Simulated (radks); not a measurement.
Isoelectronic series with 24 electrons, all held in the configuration [Ar] 3d5 4s1, which need not be the ground one along the series. All-electron calculation, Dirac Kohn-Sham, PBE, spin-unpolarised, spherical densities, finite nucleus; open shells fill j = l - 1/2 first; Fermi nuclear charge, rms radius of each element as measured or else 0.836 A^(1/3) + 0.57 fm. Program: a radial shooting solver on a logarithmic mesh with Libxc functionals. Total energies (hartree) and mean radii <r> (bohr):

[
 {"ion": "Cr", "E (hartree)": "-1050.54610", "3d5/2": "1.525", "3d3/2": "1.513", "4s1/2": "3.437"},
 {"ion": "Mn+", "E (hartree)": "-1158.01182", "3d5/2": "1.190", "3d3/2": "1.185", "4s1/2": "2.809"},
 {"ion": "Fe2+", "E (hartree)": "-1271.29496", "3d5/2": "1.012", "3d3/2": "1.008", "4s1/2": "2.405"},
 {"ion": "Co3+", "E (hartree)": "-1390.36646", "3d5/2": "0.8939", "3d3/2": "0.8906", "4s1/2": "2.120"},
 {"ion": "Ni4+", "E (hartree)": "-1515.21972", "3d5/2": "0.8062", "3d3/2": "0.8033", "4s1/2": "1.906"},
 {"ion": "Cu5+", "E (hartree)": "-1645.85777", "3d5/2": "0.7374", "3d3/2": "0.7346", "4s1/2": "1.737"},
 {"ion": "Zn6+", "E (hartree)": "-1782.29060", "3d5/2": "0.6811", "3d3/2": "0.6785", "4s1/2": "1.599"},
 {"ion": "Ga7+", "E (hartree)": "-1924.53113", "3d5/2": "0.6340", "3d3/2": "0.6315", "4s1/2": "1.484"},
 {"ion": "Ge8+", "E (hartree)": "-2072.59531", "3d5/2": "0.5937", "3d3/2": "0.5912", "4s1/2": "1.385"},
 {"ion": "As9+", "E (hartree)": "-2226.50161", "3d5/2": "0.5588", "3d3/2": "0.5563", "4s1/2": "1.300"},
 {"ion": "Se10+", "E (hartree)": "-2386.26948", "3d5/2": "0.5280", "3d3/2": "0.5256", "4s1/2": "1.225"},
 {"ion": "Br11+", "E (hartree)": "-2551.92071", "3d5/2": "0.5008", "3d3/2": "0.4983", "4s1/2": "1.159"},
 {"ion": "Kr12+", "E (hartree)": "-2723.47805", "3d5/2": "0.4764", "3d3/2": "0.4739", "4s1/2": "1.101"},
 {"ion": "Rb13+", "E (hartree)": "-2900.96596", "3d5/2": "0.4544", "3d3/2": "0.4519", "4s1/2": "1.048"},
 {"ion": "Sr14+", "E (hartree)": "-3084.40992", "3d5/2": "0.4345", "3d3/2": "0.4320", "4s1/2": "0.9997"},
 {"ion": "Zr16+", "E (hartree)": "-3469.27502", "3d5/2": "0.3997", "3d3/2": "0.3972", "4s1/2": "0.9162"},
 {"ion": "Nb17+", "E (hartree)": "-3670.75316", "3d5/2": "0.3844", "3d3/2": "0.3818", "4s1/2": "0.8796"},
 {"ion": "Mo18+", "E (hartree)": "-3878.30177", "3d5/2": "0.3702", "3d3/2": "0.3677", "4s1/2": "0.8458"},
 {"ion": "Tc19+", "E (hartree)": "-4091.95568", "3d5/2": "0.3571", "3d3/2": "0.3545", "4s1/2": "0.8145"}
]

3d5/2 drops below 4s1/2 between Cr and Mn+. 3d3/2 drops below 4s1/2 between Cr and Mn+.
